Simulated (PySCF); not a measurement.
## Dipole response of Ti+ (titanium, charge +1)

[Ar] 3d2 4s1, high-spin 4F determinant. Computed with PySCF 2.14 in aug-cc-pwCVTZ-DK, with the spin-free X2C one-electron Hamiltonian (Gaussian nucleus). Coupled (time-dependent) response in atomic units; α is the mean over directions.

```
method  mean α (bohr³)  C₆ (like pair)  S(−4)
   UHF           62.70           427.6   3597
   PBE           46.32           292.3   1769
```

S(−4) is the Cauchy moment in α(ω) = α(0) + S(−4) ω² + …

α(iu) at PBE:

```tsv
u (hartree)	α(iu) (bohr³)
0	46.32
0.0500	42.33
0.100	33.91
0.200	19.94
0.300	12.76
0.500	6.959
0.750	4.358
1.00	3.145
1.50	1.947
2.00	1.342
3.00	0.7516
5.00	0.3360
```

A single London oscillator, α(iu) = α/(1 + u²/ω²), gives C₆ = (3/4) ω α². Matching the computed C₆ needs ω = 4 × 292.3 / (3 × 46.32²) = 0.182 hartree.

For an ion, C₆ is the dispersion term alone; charge-induced terms of lower order in 1/R come first.
